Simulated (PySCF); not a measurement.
Species: C₃H₈GaN.
Atom-mapped SMILES: `[CH3:1][C:2]#[N+:3][GaH2-:4][CH3:5]` (hydrogens: H6, H7, H8 on C1; H9, H10 on Ga4; H11, H12, H13 on C5)

Theory: PBE0-D3(BJ)/def2-SVP geometry optimisation, gas phase in PySCF.

(1) What internal coordinates does the optimisation give?

## Answers

(1) 
```json
{"bond": "C1–C2", "length (Å)": "1.447", "order": "single"}
{"bond": "C2≡N3", "length (Å)": "1.152", "order": "triple"}
{"bond": "N3–Ga4", "length (Å)": "2.163", "order": "single"}
{"bond": "Ga4–C5", "length (Å)": "1.985", "order": "single"}
{"bond": "C1–H6, C1–H7, C1–H8", "length (Å)": "1.099", "order": "single"}
{"bond": "Ga4–H9, Ga4–H10", "length (Å)": "1.584", "order": "single"}
{"bond": "C5–H11, C5–H12, C5–H13", "length (Å)": "1.102", "order": "single"}
```

Bonds in one row agree within 0.01 Å and their mean is given. Orders are formal, as drawn. A selection of angles:
```json
{"angle": "C2–C1–H6", "degrees": "109.9"}
{"angle": "H6–C1–H7", "degrees": "109.1"}
{"angle": "C1–C2–N3", "degrees": "179.8"}
{"angle": "C2–N3–Ga4", "degrees": "178.7"}
{"angle": "N3–Ga4–C5", "degrees": "99.0"}
{"angle": "N3–Ga4–H9", "degrees": "96.7"}
{"angle": "C5–Ga4–H9", "degrees": "118.5"}
{"angle": "H9–Ga4–H10", "degrees": "117.7"}
{"angle": "Ga4–C5–H11", "degrees": "111.8"}
{"angle": "Ga4–C5–H12", "degrees": "109.7"}
{"angle": "H11–C5–H12", "degrees": "107.3"}
{"angle": "H11–C5–H13", "degrees": "108.5"}
```

Ga4 (gallium bonded to C, N and 2 H) has angles from 96.7° to 118.7°. The 5 heavy atoms lie in one plane (0.002 Å rms).

PBE0-D3(BJ)/def2-SVP frequencies: not computed here.

Time: 67 s wall; peak memory 0.53 GiB. Hardware: an Arm Neoverse N1 with one thread, on a shared host. These figures are those of the optimisation.
